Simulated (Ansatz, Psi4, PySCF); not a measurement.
sulfuric acid (H$_{2}$O$_{4}$S), singlet, at a GFN2-xTB geometry. Base run: MP2/6-31G* (PySCF).

The PySCF input:
```python
from pyscf import gto, scf, mp

mol = gto.M(
    atom='''
O    -0.552709    1.352788    0.310942
S    -0.080419   -0.125691   -0.010742
O    -0.626769   -0.488526   -1.265587
O    -0.274419   -0.919997    1.145212
O     1.479218    0.095311   -0.187184
H    -0.791150    1.751239   -0.524392
H     1.875282   -0.056781    0.669204
''',
    basis='6-31g*',
    charge=0,
    spin=0,
    verbose=4,
)

mf = scf.RHF(mol)
mf.kernel()

pt = mp.MP2(mf)
pt.kernel()
print('E(MP2) = %.10f' % pt.e_tot)
```

The same geometry, method and basis name were run in Ansatz (an electronic-structure program) and Psi4 and PySCF, at each program's defaults and at the settings that a row names. The base is PySCF at its defaults. Differences at the defaults can come from grids, fitting, cores and function types together.

```tsv
code and settings	ΔE vs base (mEh)	basis functions	E (Eh)	SCF cycles
PySCF, defaults (exact integrals, spherical functions, all electrons correlated)	0.000	78	-698.89530	10
Psi4, defaults (density fitting with its default set, Cartesian functions, all electrons correlated)	[?]	83	[?]	12
Ansatz, defaults (factorised integrals, Cartesian functions, frozen core)	2.940	83	-698.89236	-
PySCF, frozen core	17.414	78	-698.87788	10
Psi4, exact integrals, spherical functions, frozen core	17.414	78	-698.87788	12
Ansatz, high accuracy, frozen core, Cartesian functions as the basis file defines them	2.921	83	-698.89237	-
```

**Question.** Some entries are withheld; supply them.

**Answer.** 
- Psi4, defaults (density fitting with its default set, Cartesian functions, all electrons correlated), ΔE vs base (mEh): -21.554
- Psi4, defaults (density fitting with its default set, Cartesian functions, all electrons correlated), E (Eh): -698.91685
